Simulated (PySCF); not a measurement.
Cl$_{4}$MoO, triplet, at a GFN2-xTB geometry (such geometries of metal compounds can be far from the true shape) (the multiplicity is a formal guess) (all electrons, no relativity). Base run: PySCF with B3LYP/3-21G.

Geometry (Å):
```xyz
6

Mo     0.4875    -0.1771     0.1507
O      1.3813    -0.7491     1.3894
Cl    -1.6581    -0.2035    -1.2270
Cl     0.0611     2.0176     0.5607
Cl     1.4938    -0.5559    -1.7249
Cl    -1.7512    -0.4681     1.3649
```
Charge 0, spin multiplicity 3.
Orbitals are unrestricted.
All else is at PySCF's defaults.

Each row names what was changed in the base input (with any setting that the change needs).

| change | E (Eh) | HOMO (eV) | dipole (D) | <S^2> | core-seconds (rough) |
|---|---|---|---|---|---|
| base | -5865.78272 | -8.01 | 1.73 | 2.006 | 20 |
| functional = x3lyp | -5865.43176 | -8.09 | 1.74 | 2.007 | 20 |
| functional = m06l | -5865.47337 | -7.00 | 2.07 | 2.008 | 40 |
| functional = revpbe | -5865.08926 | -6.46 | 1.64 | 2.004 | 20 |
| functional = scan | -5866.11022 | -7.11 | 1.82 | 2.007 | 30 |
| functional = tpssh | -5865.59796 | -7.49 | 1.77 | 2.006 | 30 |
| functional = m062x | -5865.75882 | -10.16 | 2.02 | 2.016 | 30 |
| functional = pbe0 | -5864.66039 | -8.46 | 1.80 | 2.009 | 20 |
| functional = pw6b95 | -5868.67829 | -8.55 | 1.79 | 2.008 | 30 |
| functional = hf | -5860.24459 | -12.20 | 2.94 | 2.495 | 4 |
| functional = camb3lyp | -5865.86413 | -9.94 | 1.96 | 2.009 | 40 |
| functional = tpss | -5865.63389 | -6.72 | 1.69 | 2.004 | 40 |
| functional = lda,vwn | -5854.97270 | -6.47 | 1.46 | 2.003 | 9 |

Totals shift with the method and basis; they matter in differences.

Open shells are given as the SCF converged; they aren't shown to be the lowest states, and a large step between rows can be another state.
